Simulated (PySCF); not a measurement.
The numbers are results of PySCF with TPSSh-D3(BJ)/def2-TZVP // CAM-B3LYP-D3(BJ)/def2-TZVP, not measurements. Isolated molecules, 0 K electronic values unless said otherwise. One relaxed conformer stands for a flexible species; it need not be the lowest. Excitations are Tamm–Dancoff values on a coarser integration grid. The basis has no diffuse functions, so Rydberg states are missing or too high.

Reference species (SMILES): `[OH][Al]([OH])[OH]` (neutral, multiplicity 1).

```json
{
  "T1 excitation (TDA)": "6.48 eV",
  "HOMO": "-8.05 eV"
}
```

Changed species: `[AlH]([OH])[OH]` (H–O–Al–O torsion 0°, O–Al–O–H torsion 0°) (1 of 3 OH replaced by H; the reference has 0 of 3 OH replaced by H).

Q: Predict the effect on the T1 excitation (TDA) and HOMO.

A: the T1 excitation (TDA) rises by 0.34 eV, to 6.82 eV; the HOMO falls by 0.07 eV, to -8.12 eV.
